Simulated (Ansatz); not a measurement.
```yaml
crystal:
  periodic: [false, false, false]
  atoms:
    - {symbol: Ga, position_ang: [0.000025, 0.000002, 0.000002]}
    - {symbol: Cl, position_ang: [0.010604, -0.017511, 2.233212]}
    - {symbol: Cl, position_ang: [2.101994, 0.010623, -0.754368]}
    - {symbol: Cl, position_ang: [-1.060399, 1.826868, -0.725106]}
    - {symbol: Cl, position_ang: [-1.052224, -1.819983, -0.753730]}
basis:
  gaussian: {orbitals: def2-TZVPP}
total_charge: -1
hamiltonian: {xc: {name: SVWN5}}
scf: {omitted_lower_state_checks: [starts]}
```

```sh
$ ansatz run in.yaml --threads 4 --pin off --events-out ev --progress --plain --max-ram 3916MiB
```

Output, abridged:

```
Functional definition: SVWN5
1544 factors; their error is unknown
mean field evaluation 1: about -102234.8471 eV, gradient 4.2e1 eV
mean field evaluation 2: about -102230.2247 eV, gradient 7.7e1 eV
mean field evaluation 4: about -102236.4995 eV, gradient 2.6e0 eV
mean field evaluation 8: about -102236.5153 eV, gradient 2.6e-2 eV
mean field -102236.47355121 eV, -3757.1211046364 hartree, gradient 1.8e-5 eV, S^2 0.000000; 0 other end points of the search recorded, 0 dependent functions left out
reference -102236.47358635 eV, -3757.1211059275 hartree; 50, 50 occupied and 166, 166 virtual orbitals, 1544 factors
Total energy: -102236.47358635 eV, -3757.1211059275 hartree
Checks for a lower state left out: starts
```

It took 0.8 s on 4 threads of AMD EPYC 9B14 on a shared host.

The highest occupied level of an anion often lies above zero with these methods, and sets without diffuse functions describe the outer electron poorly.
